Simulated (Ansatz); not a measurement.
Input and output for MoSe₂⁺ (the lowest doublet isomer of a short search).

```yaml
crystal:
  periodic: [false, false, false]
  atoms:
    - {symbol: Mo, position_ang: [-0.429379, -0.341069, 0.709038]}
    - {symbol: Se, position_ang: [0.018949, 1.794174, 0.307970]}
    - {symbol: Se, position_ang: [0.410429, -1.453095, -1.017008]}
basis:
  gaussian: {orbitals: def2-mTZVPP}
total_charge: 1
magnetization: {spin_polarized: true, initial_magnetization: 1}
hamiltonian: {xc: {name: HF}}
output: {forces: true}
```

```sh
$ ansatz run in.yaml --threads 4 --pin off --events-out ev --progress --plain --max-ram 3916MiB
```

Shortened log:

```
Functional definition: HF
1032 factors; integrals over basis functions are off by at most 3.1e-4 eV
mean field evaluation 1: about -132432.1833 eV, gradient 2.3e1 eV
mean field evaluation 2: about -132432.1985 eV, gradient 2.3e1 eV
mean field evaluation 4: about -132435.1030 eV, gradient 3.4e0 eV
mean field evaluation 8: about -132435.3675 eV, gradient 1.3e0 eV
mean field evaluation 16: about -132437.7864 eV, gradient 4.1e-3 eV
mean field evaluation 32: about -132237.1771 eV, gradient 1.8e2 eV
mean field evaluation 64: about -132434.8212 eV, gradient 1.3e1 eV
mean field evaluation 96: about -132435.4774 eV, gradient 7.0e-2 eV
mean field evaluation 128: about -132432.8742 eV, gradient 2.2e0 eV
mean field evaluation 160: about -132433.4094 eV, gradient 1.0e-5 eV
mean field evaluation 192: about -132437.7864 eV, gradient 1.2e-4 eV
mean field evaluation 224: about -132436.2776 eV, gradient 1.0e-3 eV
mean field evaluation 256: about -132436.3876 eV, gradient 1.1e1 eV
mean field evaluation 288: about -132437.5909 eV, gradient 4.8e-1 eV
mean field evaluation 320: about -132436.2395 eV, gradient 4.4e0 eV
mean field evaluation 352: about -132436.5381 eV, gradient 2.4e0 eV
mean field evaluation 384: about -132436.4267 eV, gradient 3.0e0 eV
mean field evaluation 416: about -132435.7491 eV, gradient 1.3e0 eV
mean field evaluation 448: about -132435.5388 eV, gradient 1.3e0 eV
mean field evaluation 480: about -132434.7142 eV, gradient 3.1e0 eV
mean field evaluation 512: about -132433.7286 eV, gradient 1.9e0 eV
mean field evaluation 544: about -132437.4014 eV, gradient 6.6e-5 eV
mean field evaluation 576: about -132435.3226 eV, gradient 3.1e-1 eV
mean field evaluation 608: about -132437.4107 eV, gradient 1.4e0 eV
mean field -132437.78638910 eV, -4866.9988802434 hartree, gradient 6.1e-6 eV, S^2 3.057938; 15 other end points of the search recorded, 0 dependent functions left out
reference -132437.78638910 eV, -4866.9988802434 hartree; 41, 40 occupied and 64, 65 virtual orbitals, 1032 factors
Total energy: -132437.78638910 eV, -4866.9988802434 hartree
Atom 0 at    -0.429379    -0.341069     0.709038 Å, force    -2.249541    -1.786898     3.714693 eV/Å
Atom 1 at     0.018949     1.794174     0.307970 Å, force     0.733451     4.139384    -0.532913 eV/Å
Atom 2 at     0.410429    -1.453095    -1.017008 Å, force     1.516090    -2.352486    -3.181780 eV/Å
Dipole moment:    -0.343313    -0.272707     0.566917 e Å
```

Run time 27 s (4 threads of Arm Neoverse V2 on a shared host).

In the def2 sets Mo takes a core potential; there is no spin–orbit coupling. The charge 1 doublet is spin-contaminated (final ⟨S²⟩ up to 3.06, 0.75 for a pure state).

The dipole of an ion depends on the origin.
